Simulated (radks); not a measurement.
All-electron atom: Dy+ in [Xe] 4f8 5d2 6s1 (not the ground configuration).

Calculated with a radial shooting solver on a logarithmic mesh with Libxc functionals: Dirac Kohn-Sham, PBE, spin-unpolarised, spherical densities, finite nucleus; open shells fill j = l - 1/2 first; Fermi nuclear charge, rms radius 5.2218 fm.

Energy parts (eV):
total: -331066.69
kinetic: 363111.67
electron-nucleus: -815054.26
Hartree: 128046.37
exchange-correlation: -7170.47

Orbitals (lengths in bohr, moments of r in powers of bohr):
1s1/2: occ. 2; eigenvalue (eV) -53610.33; <1/r> 74.55; <r^2> 0.0006095; <r> 0.02112; small-component weight 6.07e-02
2s1/2: occ. 2; eigenvalue (eV) -8940.385; <1/r> 17.86; <r^2> 0.009463; <r> 0.08923; small-component weight 1.35e-02
2p1/2: occ. 2; eigenvalue (eV) -8504.285; <1/r> 17.84; <r^2> 0.006847; <r> 0.07438; small-component weight 1.35e-02
2p3/2: occ. 4; eigenvalue (eV) -7704.204; <1/r> 15.62; <r^2> 0.008074; <r> 0.08144; small-component weight 1.25e-02
3s1/2: occ. 2; eigenvalue (eV) -2008.020; <1/r> 6.524; <r^2> 0.06278; <r> 0.2341; small-component weight 4.31e-03
3p1/2: occ. 2; eigenvalue (eV) -1817.638; <1/r> 6.439; <r^2> 0.05829; <r> 0.2238; small-component weight 4.25e-03
3p3/2: occ. 4; eigenvalue (eV) -1651.540; <1/r> 5.875; <r^2> 0.06524; <r> 0.2372; small-component weight 3.96e-03
3d3/2: occ. 4; eigenvalue (eV) -1324.030; <1/r> 5.756; <r^2> 0.05174; <r> 0.2097; small-component weight 3.84e-03
3d5/2: occ. 6; eigenvalue (eV) -1287.779; <1/r> 5.617; <r^2> 0.05367; <r> 0.2138; small-component weight 3.75e-03
4s1/2: occ. 2; eigenvalue (eV) -414.5937; <1/r> 2.734; <r^2> 0.3156; <r> 0.5286; small-component weight 1.38e-03
4p1/2: occ. 2; eigenvalue (eV) -339.3671; <1/r> 2.628; <r^2> 0.3303; <r> 0.5387; small-component weight 1.31e-03
4p3/2: occ. 4; eigenvalue (eV) -301.9456; <1/r> 2.436; <r^2> 0.3679; <r> 0.5687; small-component weight 1.20e-03
4d3/2: occ. 4; eigenvalue (eV) -177.8762; <1/r> 2.220; <r^2> 0.4159; <r> 0.5988; small-component weight 1.03e-03
4d5/2: occ. 6; eigenvalue (eV) -171.0445; <1/r> 2.173; <r^2> 0.4304; <r> 0.6093; small-component weight 1.00e-03
5s1/2: occ. 2; eigenvalue (eV) -62.8230; <1/r> 1.059; <r^2> 1.796; <r> 1.264; small-component weight 3.03e-04
5p1/2: occ. 2; eigenvalue (eV) -41.5880; <1/r> 0.9405; <r^2> 2.246; <r> 1.407; small-component weight 2.44e-04
5p3/2: occ. 4; eigenvalue (eV) -36.2787; <1/r> 0.8718; <r^2> 2.559; <r> 1.502; small-component weight 2.16e-04
4f5/2: occ. 6; eigenvalue (eV) -22.7067; <1/r> 1.675; <r^2> 0.7594; <r> 0.7698; small-component weight 6.34e-04
4f7/2: occ. 2; eigenvalue (eV) -21.7064; <1/r> 1.655; <r^2> 0.7815; <r> 0.7801; small-component weight 6.22e-04
6s1/2: occ. 1; eigenvalue (eV) -10.0082; <1/r> 0.3652; <r^2> 13.45; <r> 3.458; small-component weight 4.19e-05
5d3/2: occ. 2; eigenvalue (eV) -9.7596; <1/r> 0.5656; <r^2> 6.360; <r> 2.311; small-component weight 9.26e-05
5d5/2: occ. 0; eigenvalue (eV) -9.3493; <1/r> 0.5495; <r^2> 6.723; <r> 2.375; small-component weight 8.76e-05

The highest occupied level is 5d3/2 at -9.760 eV. The electron density at the nucleus is 7.403e+05 e/bohr^3. The density falls to 0.001 e/bohr^3 at r = 4.55 bohr.
